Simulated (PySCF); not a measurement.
A calculated (UHF, PySCF 2.14, aug-cc-pVDZ-DK, scalar relativity by spin-free X2C-1e) atom or ion has these occupied shells.

```
shell  electrons  orbital energy (eV)  rms radius, mean of both spins (bohr)
 1s α          1              -3271.9                                 0.0991
 1s β          1              -3271.0                                 0.0991
 2s α          1              -368.10                                  0.446
 2s β          1              -367.26                                  0.446
 2p α          3              -291.21                                  0.417
 2p β          3              -289.71                                  0.417
 3s α          1              -63.903                                   1.44
 3s β          1              -55.927                                   1.44
 3p α          3              -43.546                                   1.59
 3p β          1              -40.242                                   1.59
```

Question: Name the element and its charge.

Answer: Ar(2+) (argon, charge +2), in [Ne] 3s2 3p4, high-spin 3P determinant.
